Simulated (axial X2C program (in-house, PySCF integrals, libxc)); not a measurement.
**Outer orbitals of InSi at 2.617 Å, HF**

Calculated with an axial X2C code built on PySCF integrals. Spin-free means the one-electron spin-free X2C Hamiltonian; two-component (2c) means X2C with spin–orbit coupling and atomic mean-field two-electron Coulomb and Gaunt terms, so the difference of the two also holds small scalar two-electron terms. Basis: In dyall-cv3z [11s12p9d4f1g], Si dyall-v3z [8s7p2d1f] (cores contracted in-house); Gaussian nuclei, density fitting, unrestricted open shells. Masses: In 114.904 u, Si 27.977 u.

The distance is close to the 2c PBE0 minimum; the highest filled and lowest empty levels are listed.

Spin-free orbitals, state M_S = 3/2, Λ = 0 (beyond evenly filled blocks: σα, π+α, π-α) (Löwdin shares):

```json
{"symmetry": "δ+α", "occupied": "yes", "ε (eV)": "-28.12", "atomic character": "100% In d"}
{"symmetry": "δ-α", "occupied": "yes", "ε (eV)": "-28.12", "atomic character": "100% In d"}
{"symmetry": "σα", "occupied": "yes", "ε (eV)": "-28.12", "atomic character": "99% In d"}
{"symmetry": "δ+β", "occupied": "yes", "ε (eV)": "-28.12", "atomic character": "100% In d"}
{"symmetry": "δ-β", "occupied": "yes", "ε (eV)": "-28.12", "atomic character": "100% In d"}
{"symmetry": "π+α", "occupied": "yes", "ε (eV)": "-28.06", "atomic character": "100% In d"}
{"symmetry": "π-α", "occupied": "yes", "ε (eV)": "-28.06", "atomic character": "100% In d"}
{"symmetry": "σβ", "occupied": "yes", "ε (eV)": "-27.98", "atomic character": "100% In d"}
{"symmetry": "π-β", "occupied": "yes", "ε (eV)": "-27.97", "atomic character": "100% In d"}
{"symmetry": "π+β", "occupied": "yes", "ε (eV)": "-27.97", "atomic character": "100% In d"}
{"symmetry": "σα", "occupied": "yes", "ε (eV)": "-17.83", "atomic character": "67% Si s, 16% In s, 11% In p"}
{"symmetry": "σβ", "occupied": "yes", "ε (eV)": "-13.19", "atomic character": "52% Si s, 35% In s, 6% In p"}
{"symmetry": "σα", "occupied": "yes", "ε (eV)": "-11.81", "atomic character": "53% In s, 29% Si p, 11% Si s"}
{"symmetry": "σβ", "occupied": "yes", "ε (eV)": "-9.24", "atomic character": "46% In s, 25% Si s, 11% Si p"}
{"symmetry": "π-α", "occupied": "yes", "ε (eV)": "-7.59", "atomic character": "79% Si p, 15% In p, 5% In d"}
{"symmetry": "π+α", "occupied": "yes", "ε (eV)": "-7.59", "atomic character": "79% Si p, 15% In p, 5% In d"}
{"symmetry": "σα", "occupied": "yes", "ε (eV)": "-7.58", "atomic character": "42% Si p, 40% In p, 14% In s"}
{"symmetry": "π+β", "occupied": "no", "ε (eV)": "0.19", "atomic character": "80% In p, 18% Si p"}
{"symmetry": "π-β", "occupied": "no", "ε (eV)": "0.19", "atomic character": "80% In p, 18% Si p"}
{"symmetry": "σβ", "occupied": "no", "ε (eV)": "0.42", "atomic character": "43% Si p, 42% In p, 10% In s"}
{"symmetry": "π+α", "occupied": "no", "ε (eV)": "0.46", "atomic character": "80% In p, 11% Si p, 4% In d"}
{"symmetry": "π-α", "occupied": "no", "ε (eV)": "0.46", "atomic character": "80% In p, 11% Si p, 4% In d"}
```

Spinors with spin–orbit coupling (state Ω = 3/2):

| ω | occupied | ε (eV) | atomic character | λ mixture |
| --- | --- | --- | --- | --- |
| 3/2 | yes | -28.67 | 100% In d | 82% δ, 18% π |
| -3/2 | yes | -28.65 | 100% In d | 85% δ, 15% π |
| 1/2 | yes | -28.60 | 100% In d | 52% π, 48% σ |
| -1/2 | yes | -28.59 | 100% In d | 64% π, 36% σ |
| -5/2 | yes | -27.75 | 100% In d | 100% δ |
| 5/2 | yes | -27.75 | 100% In d | 100% δ |
| 3/2 | yes | -27.70 | 100% In d | 82% π, 18% δ |
| 1/2 | yes | -27.68 | 99% In d | 52% σ, 48% π |
| -1/2 | yes | -27.65 | 100% In d | 64% σ, 36% π |
| -3/2 | yes | -27.63 | 100% In d | 85% π, 15% δ |
| 1/2 | yes | -17.83 | 67% Si s, 16% In s, 11% In p | 100% σ |
| -1/2 | yes | -13.20 | 52% Si s, 35% In s, 6% In p | 100% σ |
| 1/2 | yes | -11.80 | 53% In s, 29% Si p, 11% Si s | 100% σ |
| -1/2 | yes | -9.25 | 46% In s, 25% Si s, 11% Si p | 100% σ |
| -1/2 | yes | -7.60 | 78% Si p, 15% In p, 5% In d | 100% π |
| 1/2 | yes | -7.60 | 42% Si p, 41% In p, 14% In s | 99% σ, 1% π |
| 3/2 | yes | -7.58 | 79% Si p, 14% In p, 5% In d | 100% π |
| 1/2 | no | 0.15 | 80% In p, 18% Si p | 99% π, 1% σ |
| -3/2 | no | 0.23 | 80% In p, 19% Si p | 100% π |
| -1/2 | no | 0.36 | 60% In p, 27% Si p, 6% In s | 54% σ, 46% π |
| -1/2 | no | 0.47 | 61% In p, 28% Si p, 4% In s | 54% π, 46% σ |

(1) How does the gap between the highest filled and lowest empty level change from the spin-free to the 2c table?

Mulliken charges and populations of the two-component result (they depend on the basis, above all on diffuse functions):

In 0.37 e (s 9.84 p 18.72 d 20.06 f 0.01), Si -0.37 e (s 5.91 p 8.42 d 0.04). ⟨Lz⟩ = 0.01 ħ and ⟨Sz⟩ = 1.49 ħ (0.31 and 1.18 on the two atoms), which add up to Ω.

The state is one determinant whose occupation by symmetry is held fixed; it was picked as the lowest of a PBE0 search that is not exhaustive. PBE0 can misorder states that lie within some tenths of an eV, so this need not be the ground state of the molecule. The nearest other spin-free determinant of the search, M_S = 1/2, Λ = 0, lies 0.32 eV up at the distance of the search. With several unpaired electrons one determinant need not be a pure state. This is the top spin component of a Σ state; components of lower Ω are not single determinants and can lie lower.

Answers

(1) From 7.77 to 7.73 eV at HF, a change of -0.04 eV.
